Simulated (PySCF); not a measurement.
Vertical excitation energies

Compound: SnCl3(NHtBu), C₄H₁₀Cl₃NSn.
SMILES: `CC(C)(C)[NH][Sn]([Cl])([Cl])[Cl]`

Method used: TDDFT wB97X-D/def2-SVPD, vertical, gas phase, core orbitals frozen in the response, def2 core potentials past Kr (PySCF). Isolated species at its PBE0-D3(BJ)/def2-SVP geometry, gas phase. Spin–orbit coupling is left out.

**Question.** Predict the UV-vis stick spectrum at this level.

**Answer.** 

```tsv
state	λ (nm)	E (eV)	f	main configurations (H = HOMO, L = LUMO)
S1	288.0	4.30	0.040	H→L (95%)
S2	222.3	5.58	0.0016	H-2→L (91%)
S3	215.2	5.76	0.024	H-3→L (64%), H-1→L (18%)
S4	214.7	5.78	0.047	H-1→L (39%), H-4→L (23%), H-3→L (21%)
S5	209.8	5.91	0.060	H-4→L (59%), H-1→L (22%)
S6	206.0	6.02	0.027	H-6→L (73%), H-5→L (14%)
S7	204.8	6.05	0.047	H-5→L (69%), H-6→L (16%)
S8	183.3	6.76	0.0071	H→L+2 (87%)
S9	177.6	6.98	0.017	H→L+1 (57%), H→L+3 (11%)
S10	174.8	7.09	0.021	H-7→L (32%), H→L+1 (16%), H-8→L (10%)
```

Triplets, Tamm–Dancoff:

| state | E (eV) | λ (nm) | main configurations (H = HOMO, L = LUMO) |
| --- | --- | --- | --- |
| T1 | 3.79 | 327.4 | H→L (92%) |
| T2 | 5.20 | 238.6 | H-2→L (86%) |
| T3 | 5.30 | 234.1 | H-3→L (87%) |
| T4 | 5.30 | 233.9 | H-1→L (60%), H-4→L (19%) |

The lowest singlet lies at 4.30 eV (288 nm, ultraviolet) and is of moderate strength; its leading configuration is HOMO→LUMO (95%). The most intense listed level is S5 at 5.91 eV (210 nm, f = 0.060), 1.60 eV above S1. Löwdin shares by element: HOMO nitrogen 56%, carbon 17% or more, chlorine 6% or more (atoms not listed hold the other 21%); LUMO chlorine 58%, tin 26% (atoms not listed hold the other 15%). Orbital energies (eV): HOMO-3 -11.29, HOMO-2 -11.18, HOMO-1 -11.13, HOMO -9.56, LUMO -1.00, LUMO+1 1.60, LUMO+2 1.63. Of the 10 states listed, 8 reach f = 0.01 and none stays under 0.0005. The listed states span 2.79 eV, and the widest gap between neighbours is 1.27 eV (S1 to S2). The window holds the lowest 10 singlets.
